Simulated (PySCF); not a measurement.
Static response to an electric field

C4H4F3PS.
Geometry (GFN2-xTB, Å), atoms numbered from 1 in this order:
```xyz
13
C4H4F3PS angstrom
F     -2.692    1.099    0.273
C     -1.747    0.400   -0.373
F     -1.066    1.285   -1.123
F     -2.379   -0.417   -1.212
C     -0.821   -0.328    0.574
P      0.749   -0.650   -0.376
S      0.696   -1.900   -1.850
C      1.881    0.722   -0.084
C      2.128   -0.300    0.742
H     -1.282   -1.270    0.879
H     -0.622    0.300    1.443
H      2.293    1.666   -0.378
H      2.858   -0.606    1.464
```

Level: CAM-B3LYP/def2-SVPD (PySCF), static field, nuclei fixed, core orbitals frozen in the response. The polarisability tensor in these axes (au):

```
x   94.05  2.91  4.88
y    2.91 90.50 14.17
z    4.88 14.17 90.90
```

Problem. Diagonalise the tensor; give its mean and Δα, where Δα² is half the sum of the squared differences of the eigenvalues.

Solution. Principal values 76.42, 91.83 and 107.20 au; mean 91.82 au = 13.61 Å³ = 15.14 × 10⁻⁴⁰ C²·m²/J; Δα = 26.66 au (29 % of the mean).

Problem. What is the dipole moment, and where does it point?

Solution. (1.89, 1.70, 4.31) D, 5.00 D in size, pointing from the negative to the positive side. Measured along this direction, the outermost atoms are F4 and S7 at the negative end and H13 at the positive end.

Problem. What would n − 1 = 2πNα be for an ideal gas of these molecules at 400 K and 1 atm, electronic part alone?

Solution. N = p/kT = 1.8347 × 10¹⁹ cm⁻³, so n − 1 = 2π × N × 13.61 × 10⁻²⁴ cm³ = 1568 × 10⁻⁶ at long wavelengths.

Problem. Sum over states: ᾱ = Σ f/ω², ω in Eh. What share falls to these 8 lowest TDDFT singlets (eV, f)? 4.56, 0.0052; 5.15, 0.0006; 5.23, 0.0079; 5.49, 0.0119; 5.67, 0.0141; 5.89, 0.1146; 6.55, 0.0400; 6.73, 0.0010.

Solution. They add up to 4.19 au, 4.6 % of the 91.82 au; the largest single term is 2.45 au, from the state at 5.89 eV. Terms in order: 0.19, 0.02, 0.21, 0.29, 0.32, 2.45, 0.69, 0.02 au. Higher excitations give the rest. The strengths listed sum to 0.195.

Problem. Rayleigh depolarisation ratio (linearly polarised light, static tensor)?

Solution. ρ = 3Δα²/(45ᾱ² + 4Δα²) = 2131.5/(379363 + 2842.0) = 0.00558.

Problem. Find the Langevin capture rate constant for NH4+ (18.034 u) meeting this molecule (171.972 u), k = 2.342 × 10⁻⁹ cm³/s × √(α in Å³ / reduced mass in u).

Solution. The reduced mass is 16.32 u, so k = 2.14 × 10⁻⁹ cm³/s. The formula leaves out the permanent dipole, which adds to the capture rate.

Problem. In a dilute gas of rigid molecules at 500 K, how does the orientational term μ²/3kT compare with the electronic polarisability?

Solution. In Gaussian units μ²/3kT = 120.90 Å³ against 13.61 Å³, a ratio of 8.89; the Debye molar polarisation (4π/3)N_A(α + μ²/3kT) is 339.3 cm³/mol, leaving out the vibrational part.

The structure is a single GFN2-xTB conformer in the gas phase; no vibrational or solvent corrections.
